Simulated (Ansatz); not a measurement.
`CN(C)[SiH](O)O` and `CN(C)[SiH2]O` differ in one atom or group.

Ansatz, PBE0-D4/def2-TZVP geometries, multiplicity 1. Each molecule was computed in one conformer, which needn't be the lowest.

```json
{"property": "HOMO energy (PBE/def2-TZVPP) / eV", "`CN(C)[SiH](O)O`": "-5.12"}
{"property": "size of the dipole moment (ωB97M-V/def2-TZVPP) / D", "`CN(C)[SiH](O)O`": "0.71"}
{"property": "LUMO energy (ωB97M-V/def2-TZVPP) / eV", "`CN(C)[SiH](O)O`": "2.35"}
{"property": "HOMO–LUMO gap (PBE0/def2-TZVPP) / eV", "`CN(C)[SiH](O)O`": "7.36"}
{"property": "size of the dipole moment (B3LYP/def2-TZVPP) / D", "`CN(C)[SiH](O)O`": "0.70"}
{"property": "HOMO energy (B3LYP/def2-TZVPP) / eV", "`CN(C)[SiH](O)O`": "-6.23"}
```

Question: Give the same properties after the change, and the shifts. (An estimate is asked.)

Answer: The calculation gave: 
```csv
property,`CN(C)[SiH2]O`,shift
HOMO energy (PBE/def2-TZVPP) / eV,-5.24,-0.12
size of the dipole moment (ωB97M-V/def2-TZVPP) / D,1.96,1.25
LUMO energy (ωB97M-V/def2-TZVPP) / eV,2.08,-0.27
HOMO–LUMO gap (PBE0/def2-TZVPP) / eV,7.14,-0.22
size of the dipole moment (B3LYP/def2-TZVPP) / D,1.94,1.24
HOMO energy (B3LYP/def2-TZVPP) / eV,-6.33,-0.10
```

With PBE0 the HOMO falls by 0.10 eV and the LUMO falls by 0.33 eV, so the gap narrows by about 0.23 eV. PBE moves the HOMO by -0.12 eV and ωB97M-V by -0.12 eV. Dipoles are sizes alone; their direction can turn.

B3LYP here is the variant with VWN-RPA as its local correlation; programs differ in this.
